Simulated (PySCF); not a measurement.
C4H5FOSi (charge -1 and doublet state).
Structure used (GFN2-xTB), in Å, numbered top down from 1:
```xyz
12
C4H5FOSi angstrom
O     -2.9517   -0.7670    0.9929
C     -1.8215   -0.5057    0.5445
C     -0.9089   -1.0511   -0.3736
C      0.0531   -0.0332   -0.1906
Si     1.7879    0.2700   -0.6110
F      2.1779   -0.3223   -2.0927
C     -0.8326    0.6460    0.8518
H     -0.9293   -1.9185   -1.0167
H      2.1242    1.7030   -0.7411
H      2.9256   -0.3326    0.1420
H     -1.1839    1.6499    0.5954
H     -0.4395    0.6609    1.8731
```

The hyperfine couplings belong to this conformer and change with its torsions.

As a line formula: `C1(C[C](C=1)[O-])[SiH2]F` [radical] (charge -1).

Theory: UKS B3LYP, pcH-1 on C F H O Si, non-relativistic, mean-field spin-orbit, GIAO in PySCF 2.14.0. Whether the extra electron is bound in the gas phase wasn't checked; a finite basis holds it in any case. A GFN2-xTB geometry isn't a minimum of the functional, and hyperfine couplings can be far from their values at a DFT geometry, by a factor of two or more for some ions and for spin on atoms past the first row. Stability of the SCF solution: not tested.

(1) Give the principal g shifts and their parts.

(2) Average each term over the three axes. Which is largest in size?

(3) What are the electron Larmor frequencies g μB B/h along the three axes at 340 mT?

(4) What effective moment and Curie constant follow for a powder?

(5) In a frozen sample, at which fields do the three g values resonate at 9.5, 34, 94 and 263 GHz (hyperfine left aside), and which band first spreads them over more than twice a line width of 1.0 mT?

Results:

(1) 
| Δg (ppm) | 1 | 2 | 3 |
| --- | --- | --- | --- |
| relativistic mass correction | -168 | -168 | -168 |
| gauge correction | 3 | 19 | 28 |
| orbital Zeeman/spin–orbit | -125 | 1169 | 2851 |
| total | -290 | 1021 | 2712 |

So g = 2.00203, 2.00334, 2.00503 and g_iso = 2.00347; the tensor is rhombic: the two nearest values differ by 44 % of g3 − g1. 

(2) The orbital-Zeeman/spin–orbit term 1298, the mass correction -168 and the gauge correction 17 ppm, for a total of 1148 ppm. The orbital-Zeeman/spin–orbit term is the largest in size. The mass correction is the same along every axis, so the anisotropy comes from the other two: their spans along these axes are 25 (gauge) and 2977 ppm (orbital Zeeman/spin–orbit).

(3) 9.5271, 9.5333, 9.5414 GHz for g1, g2 and g3, a range of 14.3 MHz.

(4) With the mean of g² = 4.0139 and S(S+1) = 0.75: μ_eff = √(⟨g²⟩S(S+1)) = 1.735 μB and χT = 0.12505·⟨g²⟩·S(S+1) = 0.376 cm³ K/mol (cgs; spin-Hamiltonian part alone).

(5) 
| band | GHz | B(g3) mT | B(g2) mT | B(g1) mT | spread mT |
| --- | --- | --- | --- | --- | --- |
| X | 9.5 | 338.53 | 338.81 | 339.03 | 0.51 |
| Q | 34.0 | 1211.56 | 1212.59 | 1213.38 | 1.82 |
| W | 94.0 | 3349.62 | 3352.45 | 3354.64 | 5.02 |
| J | 263.0 | 9371.80 | 9379.71 | 9385.85 | 14.05 |

The spread grows in proportion to the frequency. W band is the first where it exceeds 2.0 mT.

Largest spin populations (Mulliken): C4 (+0.45), O1 (+0.17), C3 (+0.16) and Si5 (+0.11). Three atoms exceed +0.15.

The HOMO–LUMO gaps are 3.46 eV among the α and 4.59 eV among the β orbitals.

The SMILES draws the unpaired electron on C2; the largest computed Mulliken spin population is on C4 (0.45 against 0.10).
